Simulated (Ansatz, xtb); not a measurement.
## CH6GeN+: which of two isomers lies lower

We compare X, `C[NH2+][GeH]`, a singlet, with Y, `[CH3][GeH]=[NH2+]`, a singlet. Both are isolated ions in the gas phase, relaxed with B3LYP-D3(BJ)/def2-SVP; the shapes shown needn't be the lowest conformers.

X (Å):

```xyz
9

C    -1.8862    1.5499    0.4710
Ge    0.7181    0.9544   -1.0719
N    -0.7746    0.5565    0.3833
H    -1.4699    2.5372    0.7103
H    -2.6038    1.2570    1.2497
H    -2.3998    1.6031   -0.4979
H    -1.1495   -0.3847    0.2011
H    -0.3075    0.4610    1.2958
H     1.4291   -0.3895   -0.5846
```

Y (Å):

```
atom    x (Å)    y (Å)    z (Å)
   C  -0.1719  -0.3660  -1.4206
  Ge  -0.7943  -0.2607   0.3913
   N   0.2932   0.2873   1.6488
   H  -0.8067   0.2801  -2.0484
   H  -2.1843  -0.6085   0.9137
   H   0.0171   0.3629   2.6279
   H   1.2607   0.5615   1.4791
   H   0.8779  -0.0479  -1.4826
   H  -0.2792  -1.4059  -1.7691
```

Q: Estimate which is lower in electronic energy at CCSD(T)/def2-TZVP, and by roughly how much.

A: The CCSD(T)/def2-TZVP calculation puts structure Y lower, by 15.7 kcal/mol.

How the difference moves with the method:

| level | geometry | E(Y) − E(X) (kcal/mol) | departure from the last row (kcal/mol) | job, with rough time for the two |
| --- | --- | --- | --- | --- |
| GFN2-xTB | GFN2-xTB | +14.0 | +29.7 | optimisation, 0.22 s |
| HF/STO-3G | GFN2-xTB | −25.4 | −9.8 | single point, 0.32 s |
| r2SCAN-D4/def2-SVP | GFN2-xTB | −14.2 | +1.5 | single point, 3.3 s |
| B3LYP-D3(BJ)/def2-SVP | B3LYP-D3(BJ)/def2-SVP | −7.7 | +8.0 | optimisation, 28 s |
| HF/def2-TZVP | B3LYP-D3(BJ)/def2-SVP | −11.6 | +4.1 | part of the CCSD(T) run |
| MP2/def2-TZVP | B3LYP-D3(BJ)/def2-SVP | −19.4 | −3.7 | part of the CCSD(T) run |
| CCSD(T)/def2-TZVP | B3LYP-D3(BJ)/def2-SVP | −15.7 |  | single point, 52 s |

As drawn, Y has 1 C–Ge, 1 Ge=N in place of 1 C–N, 1 Ge–N.

GFN2-xTB puts the two in the other order. The largest departure from CCSD(T)/def2-TZVP is that of GFN2-xTB, 29.7 kcal/mol.

With harmonic frequencies from B3LYP-D3(BJ)/def2-SVP (ideal gas, rigid rotor, one conformer each, 298.15 K, 1 atm): on the last row, ΔE + ΔZPE = −17.6, ΔH = −17.6, ΔG = −17.5 kcal/mol.

The correlated steps freeze 11 core orbitals; the filled d shell of Ge is correlated, in a basis made for valence electrons. Programs: Ansatz 0.2.0, xtb 6.7.1; the last row on 2 threads of Arm Neoverse V1 on a shared host.
